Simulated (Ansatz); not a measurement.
A nudged elastic band was laid between two geometries of CH4 + GeH4 (10 atoms, charge 0, multiplicity 1).

Theory: Ansatz 0.2.0, RKS PBE0/def2-TZVP.

```
movable images  : 5
climbing image  : yes
spring          : 5.0 eV/Å²
optimiser       : quadratic models (default)
start path      : through a guess of the saddle point
force threshold : 0.5 eV/Å
iteration limit : 60
end points      : relaxed
```

Image 0:

```xyz
10
Properties=species:S:1:pos:R:3
Ge -1.056 0.789 -1.601
H 0.428 1.176 -1.644
H -1.752 1.300 -2.869
H -1.714 1.420 -0.367
H -1.186 -0.738 -1.526
H 1.560 0.029 1.086
C 1.056 -0.789 1.601
H 0.986 -1.650 0.936
H 0.055 -0.473 1.895
H 1.624 -1.063 2.490
```

Image 6:

```xyz
10
Properties=species:S:1:pos:R:3
Ge -1.090 -0.087 -0.528
H 2.015 1.960 -0.718
H -0.263 0.165 -1.802
H -1.640 1.262 -0.031
H -2.279 -0.996 -0.892
H 2.568 1.876 -0.222
C 0.012 -0.924 0.849
H 0.419 -1.869 0.486
H -0.582 -1.120 1.742
H 0.841 -0.268 1.117
```

Task: Which bonds break or form, and what moves?

Result: Bonds broken: Ge1–H2, H6–C7. Bonds formed: Ge1–C7, H2–H6. CH4 + GeH4 becomes CH6Ge + H2.

Task: Give the energies along the band, and the barrier.

Result: It converged. The highest image is number 3 of 0 to 6, 368.3 kJ/mol above the first end and 323.5 kJ/mol above the last; the last end lies 44.8 kJ/mol above the first. The threshold of 0.5 eV/Å is loose, so the images may lie well off the minimum-energy path. Neighbouring images differ by up to 3.2 eV, so the band resolves the path poorly. The order of the stationary point at the top wasn't checked. The orbitals stay closed-shell, which can raise the energy where a bond breaks towards radicals; this wasn't checked here.

```
image  path coordinate (Å)  energy (kJ/mol)  Ge1–H2 (Å)  H6–C7 (Å)  Ge1–C7 (Å)
    0                 0.00              0.0        1.53       1.09        4.15
    1                 1.30              2.6        1.53       1.09        3.73
    2                 2.60             55.4        1.54       1.08        3.05
    3                 3.90            368.3        1.85       1.44        2.33
    4                 4.97            102.1        2.47       2.14        2.00
    5                 6.04             48.9        3.16       2.98        1.96
    6                 7.11             44.8        3.72       3.94        1.95
```

Task: What is the geometry of the highest image?

Result: 
```xyz
10
Properties=species:S:1:pos:R:3:forces:R:3
Ge -0.690 0.374 -0.785 0.21 -0.16 -0.09
H 0.887 1.335 -0.609 0.03 0.17 0.23
H -0.345 0.561 -2.286 -0.14 -0.09 0.03
H -1.489 1.480 -0.092 0.03 0.00 -0.03
H -1.518 -0.965 -0.750 -0.02 0.01 0.07
H 0.787 0.503 0.097 0.14 0.01 -0.08
C 0.538 -0.652 0.913 -0.33 -0.01 -0.43
H 0.895 -1.577 0.461 0.01 0.03 -0.02
H -0.366 -0.831 1.487 -0.09 -0.05 0.19
H 1.302 -0.228 1.565 0.16 0.08 0.11
```

Time of the run: 3.4 min on 4 threads of Arm Neoverse N1, with other jobs on the host, peak memory 0.29 GiB.
